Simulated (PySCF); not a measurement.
## Assignment exercise: C7H9F

Geometry:
```tsv
atom	x (Å)	y (Å)	z (Å)
C1	2.046	-0.154	-0.321
C2	0.615	-0.502	-0.150
C3	0.057	-1.644	0.271
C4	-1.394	-1.531	0.237
C5	-1.742	-0.322	-0.206
C6	-0.496	0.496	-0.436
C7	-0.434	1.696	0.508
F8	-0.422	0.976	-1.738
H9	2.213	0.240	-1.323
H10	2.673	-1.029	-0.169
H11	2.341	0.617	0.392
H12	0.579	-2.532	0.578
H13	-2.058	-2.329	0.518
H14	-2.726	0.076	-0.363
H15	-1.290	2.344	0.333
H16	0.477	2.259	0.321
H17	-0.446	1.353	1.539
```

Computed data (PySCF): PBE0/pcSseg-1 with gauge-including orbitals, GFN2-xTB geometry. Relativity neglected, no solvent, single conformer, fast rotation and ring inversion assumed for equivalent nuclei.

Referencing at the same level of theory: 13C (σref 186.93) and 1H (σref 31.72) vs TMS.

**Question.** Assign these signals to the numbered atoms. 13C{1H} NMR (computed): δ 160.3 (C), 147.5 (CH), 139.4 (CH), 132.0 (CH), 104.9 (C), 23.7 (CH3), 14.8 (CH3).

**Answer.** 
| δ (ppm) | atoms | environment | reason |
| --- | --- | --- | --- |
| 160.3 | C2 | fully substituted alkene carbon | an sp2 carbon of a C=C bond |
| 147.5 | C5 | alkene CH | the olefinic region |
| 139.4 | C4 | alkene CH | – |
| 132.0 | C3 | alkene CH | – |
| 104.9 | C6 | allylic fully substituted sp3 carbon bonded to F | pulled downfield by the heteroatom |
| 23.7 | C7 | methyl carbon | aliphatic region, no heteroatom directly attached |
| 14.8 | C1 | allylic methyl carbon | a saturated carbon with 1 carbon neighbour and no heteroatom attached |

**Question.** Assign these signals to the numbered atoms. 1H NMR (400 MHz, computed): δ 6.49 (m, 1H), 6.35 (m, 1H), 5.95 (m, 1H), 2.10 (s, 3H), 1.43 (m, 3H).

**Answer.** 
| δ (ppm) | atoms | environment | reason |
| --- | --- | --- | --- |
| 6.49 | H14 | hydrogen on an alkene CH | a vinylic proton, deshielded by the sp2 carbon and the C=C anisotropy |
| 6.35 | H13 | hydrogen on an alkene CH | – |
| 5.95 | H12 | hydrogen on an alkene CH | – |
| 2.10 | H9/H10/H11 | hydrogen on an allylic methyl carbon | allylic position |
| 1.43 | H15/H16/H17 | hydrogen on a methyl carbon | – |

Splittings by 19F in the carbon and heteronuclear signals aren't shown, as no couplings were computed. Shifts are as computed. Against solution values, carbons near 30 ppm lie about +3 ppm off and those near 130 ppm about +5 ppm. Of 1309 compounds with measured shifts, 239 miss one by over three times the rms of a fit or turn the order of signals round; such compounds aren't used in these exercises. Multiplicities follow the n + 1 count of equivalent neighbours, as no J values were calculated; m marks all less simple cases, F and P coupling included.
